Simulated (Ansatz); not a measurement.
Gas-phase electronic energies from Ansatz, PBE0-D4/def2-TZVP geometries. CCSD(T)/CBS is the MP2 limit (def2-TZVPP, def2-QZVPP) plus CCSD(T) − MP2 in def2-TZVPP, frozen cores. This one scheme is used for every species, atoms too. Functionals use def2-TZVPP. B3LYP here is the variant with VWN-RPA as its local correlation; programs differ in this. No spin–orbit coupling; open shells (•) take unrestricted orbitals. Spin–orbit coupling would lower the free atoms: a little for C, Si.

`C[Si@H]1C[Si@@H]1[SiH3]` → 2 C• + 10 H• + 3 Si•  (atomization)

`C[Si@H]1C[Si@@H]1[SiH3]`:

Cartesian coordinates in Å:
```
C -1.800 0.764 0.402
Si -0.061 0.199 0.728
C 0.283 -1.513 1.241
Si 0.944 -1.664 -0.590
Si 1.419 0.646 -1.339
H -2.277 1.067 1.338
H -2.380 -0.046 -0.043
H -1.808 1.616 -0.280
H 0.801 1.216 1.385
H -0.581 -2.153 1.405
H 1.055 -1.656 1.992
H -0.435 -1.640 -1.239
H 2.809 0.970 -0.927
H 1.354 0.237 -2.768
H 0.676 1.954 -1.306
```

Task: What is ΔE at CCSD(T)/CBS? (Best estimate.)

Result: The calculation gave: +4984.4 kJ/mol.

Task: What do these levels give: PBE-D4, PBE0-D4, B3LYP-D4, ωB97M-V, PBE, PBE0, HF/def2-TZVPP, MP2/def2-TZVPP, SCS-MP2/def2-TZVPP, CCSD/def2-TZVPP, HF/def2-QZVPP, HF/CBS(def2)? (An estimate is asked.)

Result: Computed: PBE-D4 5020.0, PBE0-D4 4986.5, B3LYP-D4 4976.0, ωB97M-V 4998.9, PBE 4978.9, PBE0 4951.2, HF/def2-TZVPP 3708.3, MP2/def2-TZVPP 4862.3, SCS-MP2/def2-TZVPP 4874.7, CCSD/def2-TZVPP 4796.0, HF/def2-QZVPP 3714.5, HF/CBS(def2) 3715.5 kJ/mol.

Largest T1 diagnostic among the species: 0.014.

In def2-TZVPP, CCSD(T) changes the Hartree–Fock value by +1153.2 kJ/mol (the triples alone add +65.5 kJ/mol) and MP2 by +1154.0 kJ/mol; breaking electron pairs costs correlation energy, which Hartree–Fock lacks. From PBE to PBE0 (25 % exact exchange), in def2-TZVPP and without D4, ΔE moves by −27.7 kJ/mol: exact exchange takes away binding that semilocal exchange gives to molecules.

For atomizations the MP2-based limit and the directly extrapolated one differ by several kJ/mol either way, and by 10 to 25 for some Ge, Se and Sn compounds, so smaller differences from it don't rank the levels.
